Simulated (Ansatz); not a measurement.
Problem. Predict a relaxed structure of the cluster TeAs5⁻, charge -1, singlet, at r2SCAN-D4/def2-SVPD (Ansatz).

Solution. 
Cartesian coordinates in Å:
```
As 1.948 0.731 1.479
As -0.264 -1.956 -0.078
As 0.424 1.918 0.203
As -0.869 0.205 -0.707
As 1.542 -1.554 1.313
Te -2.781 0.656 -2.210
```
Point group C2v (tolerance 0.1 Å). This is one stationary point.

In the def2 sets Te takes a core potential; there is no spin–orbit coupling. The restricted singlet is unstable towards broken spin symmetry in Hartree–Fock (as tested in another run); at r2SCAN-D4/def2-SVPD this wasn't settled. Another isomer (singlet) lies 0.19 eV lower at PBE0-D4/def2-TZVPD; other spin states weren't run for this one.
